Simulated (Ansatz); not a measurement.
Series ZrCl2X2: PBE0-D4/def2-TZVP single points in Ansatz on relaxed structures, gas phase. Core potentials for Zr, no spin–orbit coupling. Binding counts from free atoms in the multiplicity of their measured ground term, without zero-point energy. Names give formal oxidation states. The structures are stationary points that may keep the symmetry of their start. Remarks come from the PBE and PBE0 runs and from stability tests at other levels; not every state was tested. HOMO above LUMO (over both spins in singlets and doublets, within one spin in higher multiplets; at PBE or PBE0), or a gap under 0.15 eV within one spin, warns that the state may not be the lowest or that an electron is smeared out.

```
                species  atoms    state            geometry  HOMO (eV)  LUMO (eV)  gap (eV)  vertical IE (eV)  vertical triplet (eV)  binding per atom (eV)  point group (within 0.1 Å)                                                                                                            remarks
      ZrF2Cl2 (ZrCl2F2)      5  singlet  r2SCAN-D4/def2-SVP      -9.82      -2.31      7.51             11.92                   5.83                   4.71                         C2v                                                                                                                  –
                ZrH2Cl2      5  singlet    PBE-D4/def2-TZVP      -8.84      -2.79      6.05             10.94                   3.64                   3.31                         C2v                                                                                                                  –
 Zr(OH)2Cl2 (ZrCl2O2H2)      7  singlet  r2SCAN-D4/def2-SVP      -8.93      -1.34      7.59             10.94                   5.90                   4.35                         C2v  gap within one spin near zero at PBE or PBE0 (+1 doublet), gap within one spin near zero at PBE or PBE0 (triplet)
Zr(NH2)2Cl2 (ZrN2Cl2H4)      9  singlet   B3LYP-D4/def2-SVP      -7.82      -1.46      6.36              9.68                   4.74                   3.90                          Cs  gap within one spin near zero at PBE or PBE0 (+1 doublet), gap within one spin near zero at PBE or PBE0 (triplet)
```

The gap (eV) runs from 6.05 (ZrH2Cl2) to 7.59 (Zr(OH)2Cl2). The vertical IE (eV) runs from 9.68 (Zr(NH2)2Cl2) to 11.92 (ZrF2Cl2). The vertical triplet (eV) runs from 3.64 (ZrH2Cl2) to 5.90 (Zr(OH)2Cl2).
